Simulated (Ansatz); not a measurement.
Species: TeCl₄ (charge 0, singlet). 
Structure (B3LYP-D3(BJ)/def2-TZVP (Ansatz, a first-principles code) minimum search):
SMILES: Cl[Te](Cl)(Cl)Cl
```xyz
5

Te     0.0061     0.0048     0.4213
Cl     1.0794    -1.4200    -1.0697
Cl     1.9502     1.5170     0.3800
Cl    -1.1105     1.3954    -1.0702
Cl    -1.9378    -1.5072     0.4713
```
Charge 0, spin multiplicity 1.

Property: atomisation energy (electronic, to ground-state atoms), in kcal/mol. Valence correlation only, unless marked. Open shells are spin-unrestricted. No spin-orbit coupling. The frozen core is the preceding noble-gas configuration, with the filled d and f shells of earlier blocks. In def2 rows, elements after Kr have scalar-relativistic effective core potentials. STO-3G rows are all-electron and non-relativistic. The coupled-cluster limit lacks core correlation, which all-electron functionals hold. Basis-set limits of correlation are two-point, X^-3; Hartree-Fock from the larger set. The bracket is a focal-point correction in the basis named.

| level | program | atomisation energy (kcal/mol) |
|---|---|---|
| HF/def2-TZVPPD | Ansatz | 102.5 |
| PBE-D3(BJ)/def2-TZVPD | Ansatz + dftd3 | 256.0 |

Problem. What does RI-MP2/CBS(def2-TZVPPD,def2-QZVPPD)+[CCSD(T)-MP2]/def2-TZVPPD (Ansatz) give?

Solution. 229.0 kcal/mol, so PBE-D3(BJ)/def2-TZVPD differs from it by 27.0 kcal/mol.
